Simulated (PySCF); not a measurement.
GaCl, SMILES [Cl][Ga] (connectivity only; charge and spin as stated), neutral, multiplicity 1.

Geometry optimised at PBE-D3(BJ)/def2-TZVP.

Level of theory: PBE-D3(BJ)/def2-TZVP (PySCF).

Frequencies are harmonic and unscaled.

```tsv
mode	ν (cm⁻¹)	IR (km/mol)	Raman (Å⁴/amu)	depolarisation	moving atoms (share of kinetic energy)
1	352	81.4	11.5	0.49	Cl 66 %, Ga 34 %
```
